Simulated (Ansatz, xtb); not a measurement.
## C2H7AlOS: where a starting geometry ends

The starting geometry of this gas-phase singlet was built from a drawn formula by distance geometry and a force field; its bonds are those of `[CH3][Al]([SH])[CH2]O`.

```yaml
atoms:
  - { symbol: C, position_ang: [-0.3028, -2.9830, 1.3126] }
  - { symbol: C, position_ang: [0.8990, 0.1837, 1.8613] }
  - { symbol: Al, position_ang: [-0.3453, -1.0976, 0.9379] }
  - { symbol: O, position_ang: [2.1895, -0.1824, 1.4361] }
  - { symbol: S, position_ang: [-1.9300, -0.2158, -0.4399] }
  - { symbol: H, position_ang: [0.5295, -3.2223, 2.0502] }
  - { symbol: H, position_ang: [-1.2873, -3.3381, 1.7708] }
  - { symbol: H, position_ang: [-0.1369, -3.5322, 0.3317] }
  - { symbol: H, position_ang: [-2.8816, -0.0444, 0.5983] }
  - { symbol: H, position_ang: [0.8081, 0.0813, 2.9331] }
  - { symbol: H, position_ang: [0.7595, 1.2257, 1.5107] }
  - { symbol: H, position_ang: [2.8048, 0.4754, 1.9541] }
```

**Question.** Predict what becomes of its bonds when it is optimised with r2SCAN-D4/def2-SVP.

**Answer.** A new bond forms, giving a structure given below by its coordinates. Contacts that close: Al3–O4 (2.74 → 1.99 Å).

The energy falls by 0.92 eV over 24 steps:

```tsv
step	E − E(last) (eV)
1	0.920
4	0.498
6	0.485
9	0.376
11	0.266
14	0.132
16	0.046
19	0.005
21	0.001
24	0.000
```

Final geometry (Å):

```yaml
atoms:
  - { symbol: C, position_ang: [-0.1455, -3.0882, 1.4200] }
  - { symbol: C, position_ang: [0.5188, 0.1809, 2.3332] }
  - { symbol: Al, position_ang: [-0.2863, -1.1648, 1.1681] }
  - { symbol: O, position_ang: [1.4902, -0.2777, 1.2440] }
  - { symbol: S, position_ang: [-1.5122, -0.3861, -0.5115] }
  - { symbol: H, position_ang: [0.7711, -3.3620, 1.9688] }
  - { symbol: H, position_ang: [-1.0008, -3.4819, 1.9956] }
  - { symbol: H, position_ang: [-0.1334, -3.6302, 0.4593] }
  - { symbol: H, position_ang: [-1.6498, 0.8515, 0.0145] }
  - { symbol: H, position_ang: [1.0107, -0.0020, 3.2983] }
  - { symbol: H, position_ang: [0.3197, 1.2558, 2.2110] }
  - { symbol: H, position_ang: [1.7242, 0.4550, 0.6556] }
```

From the same start GFN2-xTB reaches the same bonding as this run.

The end wasn't checked by frequencies. Run with Ansatz 0.2.0, 2.1 min on 2 threads of Intel(R) Xeon(R) Processor @ 2.50GHz (Skylake/Cascade Lake), with other jobs on the host.
